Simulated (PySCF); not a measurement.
Ta(NH)(Cl)2(Me) (CH₄Cl₂NTa), SMILES [CH3][Ta]([Cl])(=[NH])[Cl], multiplicity 1.

Geometry optimised at PBE0-D3(BJ)/def2-SVP. The spin state was assumed, not searched. The structure was generated by enumeration; whether it is a known compound was not checked. The def2 effective core potentials stand for the cores of Ta; spin–orbit coupling is left out.

Computed with PySCF with PBE0-D3(BJ)/def2-SVP.

Frequencies are harmonic and unscaled.

```json
[
 {"mode": "1", "ν (cm⁻¹)": "93", "IR (km/mol)": "1.7", "Raman (Å⁴/amu)": "1.6", "depolarisation": "0.75", "moving atoms (share of kinetic energy)": "Cl 78 %, Ta 15 %"},
 {"mode": "2", "ν (cm⁻¹)": "122", "IR (km/mol)": "1.2", "Raman (Å⁴/amu)": "1.4", "depolarisation": "0.68", "moving atoms (share of kinetic energy)": "Cl 46 %, Ta 23 %, C 14 %, H 9 %, N 8 %"},
 {"mode": "3", "ν (cm⁻¹)": "133", "IR (km/mol)": "0.3", "Raman (Å⁴/amu)": "2.5", "depolarisation": "0.75", "moving atoms (share of kinetic energy)": "C 41 %, H 37 %, Cl 19 %"},
 {"mode": "4", "ν (cm⁻¹)": "161", "IR (km/mol)": "0.0", "Raman (Å⁴/amu)": "0.9", "depolarisation": "0.75", "moving atoms (share of kinetic energy)": "H 87 %"},
 {"mode": "5", "ν (cm⁻¹)": "199", "IR (km/mol)": "0.7", "Raman (Å⁴/amu)": "3.5", "depolarisation": "0.75", "moving atoms (share of kinetic energy)": "N 62 %, Cl 18 %, H 16 %"},
 {"mode": "6", "ν (cm⁻¹)": "221", "IR (km/mol)": "1.9", "Raman (Å⁴/amu)": "3.9", "depolarisation": "0.75", "moving atoms (share of kinetic energy)": "N 46 %, H 29 %, C 18 %"},
 {"mode": "7", "ν (cm⁻¹)": "383", "IR (km/mol)": "27.4", "Raman (Å⁴/amu)": "5.6", "depolarisation": "0.06", "moving atoms (share of kinetic energy)": "Cl 89 %, Ta 10 %"},
 {"mode": "8", "ν (cm⁻¹)": "398", "IR (km/mol)": "65.5", "Raman (Å⁴/amu)": "0.6", "depolarisation": "0.75", "moving atoms (share of kinetic energy)": "Cl 69 %, Ta 25 %"},
 {"mode": "9", "ν (cm⁻¹)": "542", "IR (km/mol)": "17.8", "Raman (Å⁴/amu)": "2.9", "depolarisation": "0.75", "moving atoms (share of kinetic energy)": "H 77 %, C 18 %"},
 {"mode": "10", "ν (cm⁻¹)": "544", "IR (km/mol)": "35.9", "Raman (Å⁴/amu)": "10.9", "depolarisation": "0.13", "moving atoms (share of kinetic energy)": "C 68 %, H 24 %"},
 {"mode": "11", "ν (cm⁻¹)": "567", "IR (km/mol)": "168.9", "Raman (Å⁴/amu)": "2.5", "depolarisation": "0.75", "moving atoms (share of kinetic energy)": "H 83 %, N 17 %"},
 {"mode": "12", "ν (cm⁻¹)": "592", "IR (km/mol)": "104.8", "Raman (Å⁴/amu)": "4.5", "depolarisation": "0.68", "moving atoms (share of kinetic energy)": "H 84 %, N 11 %"},
 {"mode": "13", "ν (cm⁻¹)": "673", "IR (km/mol)": "35.2", "Raman (Å⁴/amu)": "1.6", "depolarisation": "0.73", "moving atoms (share of kinetic energy)": "H 73 %, C 16 %, N 10 %"},
 {"mode": "14", "ν (cm⁻¹)": "1024", "IR (km/mol)": "109.2", "Raman (Å⁴/amu)": "37.8", "depolarisation": "0.06", "moving atoms (share of kinetic energy)": "N 84 %, Ta 8 %"},
 {"mode": "15", "ν (cm⁻¹)": "1190", "IR (km/mol)": "13.2", "Raman (Å⁴/amu)": "0.7", "depolarisation": "0.60", "moving atoms (share of kinetic energy)": "H 78 %, C 22 %"},
 {"mode": "16", "ν (cm⁻¹)": "1391", "IR (km/mol)": "12.3", "Raman (Å⁴/amu)": "16.0", "depolarisation": "0.75", "moving atoms (share of kinetic energy)": "H 94 %"},
 {"mode": "17", "ν (cm⁻¹)": "1396", "IR (km/mol)": "13.5", "Raman (Å⁴/amu)": "13.9", "depolarisation": "0.72", "moving atoms (share of kinetic energy)": "H 95 %"},
 {"mode": "18", "ν (cm⁻¹)": "3029", "IR (km/mol)": "4.1", "Raman (Å⁴/amu)": "165.0", "depolarisation": "0.02", "moving atoms (share of kinetic energy)": "H 97 %"},
 {"mode": "19", "ν (cm⁻¹)": "3140", "IR (km/mol)": "1.5", "Raman (Å⁴/amu)": "77.8", "depolarisation": "0.72", "moving atoms (share of kinetic energy)": "H 91 %, C 9 %"},
 {"mode": "20", "ν (cm⁻¹)": "3150", "IR (km/mol)": "0.1", "Raman (Å⁴/amu)": "75.7", "depolarisation": "0.75", "moving atoms (share of kinetic energy)": "H 91 %, C 9 %"},
 {"mode": "21", "ν (cm⁻¹)": "3689", "IR (km/mol)": "208.2", "Raman (Å⁴/amu)": "161.1", "depolarisation": "0.37", "moving atoms (share of kinetic energy)": "H 92 %"}
]
```
